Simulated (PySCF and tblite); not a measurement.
Results of a calculation; reference values are marked as such.
C7H8FNO, numbered as in [N:1]#[C:2][C@@:3]1([F:4])[CH2:5][CH2:6][CH2:7][C@@H:8]2[O:9][C@H:10]12.

The ensemble was built from 60 distance-geometry starts (ETKDG and KDG, MMFF94s, GFN2-xTB) and rests on GFN2-xTB geometries. Weights use PBE0-D3(BJ)/pcSseg-1 energies plus GFN2-xTB zero-point and thermal terms (modes under about 100 cm⁻¹ blended into free rotors). Symmetry numbers and mirror images are counted. Conformers within 2.5 kcal/mol (GFN2-xTB free energy) were kept, 3 at most. Run with PySCF (density fitting) and tblite.

The 6-ring runs over atoms 3–5–6–7–8–10.

```json
{"conformer": "1", "shape": "6-ring boat (ring torsions -11, 53, -47, -2, 45, -37°)", "symmetry": "C1"}
{"conformer": "2", "shape": "6-ring envelope (ring torsions -66, 58, -25, 0, -6, 38°)", "symmetry": "C1"}
{"conformer": "3", "shape": "6-ring half-chair (ring torsions 67, -43, 11, -2, 24, -56°)", "symmetry": "C1"}
```

Question: Which of these conformers is the most populated at 298.15 K, and with what share?

Answer: Conformer 3, about 96 %.

Question: Give the DFT energies and free energies relative to the lowest, and all weights.

Answer: 
```
conformer                                                        shape  E(DFT) kcal/mol  G(298.15 K) kcal/mol  weight %
        1       6-ring boat (ring torsions -11, 53, -47, -2, 45, -37°)             3.63                  3.39       0.3
        2     6-ring envelope (ring torsions -66, 58, -25, 0, -6, 38°)             1.92                  1.86       4.2
        3  6-ring half-chair (ring torsions 67, -43, 11, -2, 24, -56°)             0.00                  0.00      95.5
```

Question: How does its share change from 250 K to 350 K?

Answer: From 98 % to 93 %; the mixing entropy goes from 0.24 to 0.56 cal/(mol K).


Conformer gaps in pcSseg-1 on xTB geometries can be 2 kcal/mol off for S=O, P=O and other polar bonds.